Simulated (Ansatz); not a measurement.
Coupled-cluster diagnostics for (HBe-mu-Cl)2 (Be₂H₂Cl₂), Ansatz.

Geometry of the singlet (PBE-D4/def2-TZVP):

```
atom   x (Å)   y (Å)   z (Å)
 Be1  -0.148   1.277   0.085
 Be2   0.148  -1.277  -0.085
 Cl3   1.465   0.199  -0.449
 Cl4  -1.465  -0.199   0.449
  H5  -0.301   2.607   0.173
  H6   0.301  -2.607  -0.173
```

Correlated methods freeze 10 core orbitals. Another isomer (singlet) lies 0.28 eV lower at PBE0-D4/def2-TZVP; other spin states weren't run for this one.

Estimate the CCSD(T) correlation energy, the shares of MP2 and (T), T1 and the reference's ⟨S²⟩ for: charge 0, singlet, own geometry in def2-TZVPP; and the rough time on 2 threads of AMD EPYC 7R43 on a shared host.


```csv
state,basis,correlation (eV),MP2 share (%),(T) share (%),T1,⟨S²⟩ (pure),wall time
"charge 0, singlet, own geometry",def2-TZVPP,-16.685,88.1,3.4,0.006,0.00 (0.00),25 s
```
Customary marks for T1 are 0.02 (closed shells), 0.045 (open shells) and about 0.05 (3d metals). T1 stays under 0.02 throughout.
